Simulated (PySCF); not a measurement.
C₂H₃BN₂O, SMILES OB1C=NC=N1. Geometry optimised at PBE0-D3(BJ)/def2-SVP. The structure was generated by enumeration, and PubChem lists no compound with its InChIKey, so it may never have been made. Other conformers were not sampled.

Task: Give the equilibrium geometry at PBE0-D3(BJ)/def2-SVP (PySCF confirms it by a frequency run) as bond lengths and angles, and its point group. (An estimate is asked for; the answer gives what the named calculation found.)

Result: One answer among several that fit: point group Cs.
Atoms: O1 B2 C3 N4 C5 N6 H7 H8 H9. Bonded distances (Å): O1–B2 1.334, O1–H7 0.967, B2–C3 1.611, B2–N6 1.475, C3–N4 1.283, C3–H8 1.097, N4–C5 1.462, C5–N6 1.274, C5–H9 1.100. Bond angles (°): B2–O1–H7 111.6, O1–B2–C3 128.6, O1–B2–N6 126.6, C3–B2–N6 104.9, B2–C3–N4 107.2, B2–C3–H8 133.1, N4–C3–H8 119.8, C3–N4–C5 105.2, N4–C5–N6 120.4, N4–C5–H9 115.5, N6–C5–H9 124.1, B2–N6–C5 102.4.
